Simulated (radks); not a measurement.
Task: The mean radii <r> (bohr) of the occupied orbitals of an atom or ion are listed with their occupations. All-electron calculation, scalar-relativistic Kohn-Sham, PBE, spin-unpolarised, spherical densities, point nucleus. Program: a radial shooting solver on a logarithmic mesh with Libxc functionals.

orbital  occ.      <r>
1s          2  0.01658
2s          2  0.06991
2p          6  0.06328
3s          2   0.1806
3p          6   0.1821
3d         10   0.1650
4s          2   0.3992
4p          6   0.4254
4d         10   0.4489
5s          2   0.8999
4f         14   0.4823
5p          6    1.033
5d          9    1.385

Name the element and its charge.

Result: Z = 80, mercury, charge +3: Hg3+ in [Xe] 4f14 5d9. The 1s radius gives Z: for a bare nucleus <r> = (2 gamma + 1)/(2Z) with gamma = sqrt(1 - (Z/c)^2), 0.0164 bohr for Z = 80, and screening makes it slightly larger (0.01658 here). The occupations add up to 77, and the charge is Z minus that.
